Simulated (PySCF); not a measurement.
How the method changes the constants of SiAs⁻

State: ¹Σ⁺ (singlet), closed shell. Set-up: Si def2-TZVPPD, As def2-TZVPPD; no relativity (PySCF 2.14). De refers to Si⁻ + As in their high-spin ground configurations, without counterpoise correction. A positive dipole points towards As; it is taken about the centre of mass and depends on that origin.

| Level | Re (Å) | ωe (cm⁻¹) | De (eV) | μ (D) | CPU s a point (SCF and correlation, without the integrals) |
| --- | --- | --- | --- | --- | --- |
| RHF | 2.075 | 613 | n/a | 1.33 | 0.79 |
| RHF-MP2 | 2.121 | 529 | n/a | n/a | 1.3 |
| RHF-SCS-MP2 | 2.120 | 534 | n/a | n/a | n/a |
| RHF-CCSD | 2.103 | 565 | n/a | n/a | n/a |
| RHF-CCSD(T) | 2.121 | 537 | n/a | n/a | 28 |
| PBE | 2.122 | 531 | 5.17 | 1.95 | 2 |
| BLYP | 2.132 | 516 | n/a | 1.86 | 1.8 |
| BP86 | 2.123 | 528 | 5.28 | 1.90 | 1.4 |
| r²SCAN | 2.103 | 554 | 4.90 | 1.89 | 3 |
| TPSSh | 2.104 | 553 | 4.89 | 1.88 | 4.1 |
| PBE0 | 2.097 | 565 | 4.81 | 1.79 | 5 |
| MN15 | 2.075 | 583 | n/a | 1.59 | 4.1 |
| BHandHLYP | 2.083 | 584 | n/a | 1.54 | 2.5 |
| ωB97M-V | 2.078 | 592 | n/a | 1.48 | 9.8 |

What does a quarter of exact exchange do here, going from PBE to PBE0?

PBE0 less PBE: -2.5 pm in Re, +6.4 % in ωe, -0.36 eV in De. Exact exchange removes part of the self-interaction that spreads semilocal densities, and in most molecules shortens and stiffens the bond and lowers De; so it does here.

What does the step from GGA to meta-GGA do here, going from PBE to r²SCAN?

r²SCAN less PBE: -1.9 pm in Re, +4.3 % in ωe, -0.27 eV in De. 

What does the triples do here, going from RHF-CCSD to RHF-CCSD(T)?

RHF-CCSD(T) less RHF-CCSD: +1.8 pm in Re, -5.0 % in ωe. Correlation nearly always deepens the well. The bond lengthens, as in strong covalent bonds, where excitations into antibonding orbitals dominate.

Correlated steps freeze 14 core orbitals. For an ion De counts to the pair picked by the measured ionisation energies or electron affinities, which need not be the lowest pair at this level. The highest Kohn–Sham level is positive in this anion. Much of that is self-interaction error, but it also means that the finite basis helps to hold the extra electron.

The whole job (state search and all levels along the bond) took about 7.8 min on 2 threads of Arm Neoverse V2 (shared host), peak memory 3 GiB.
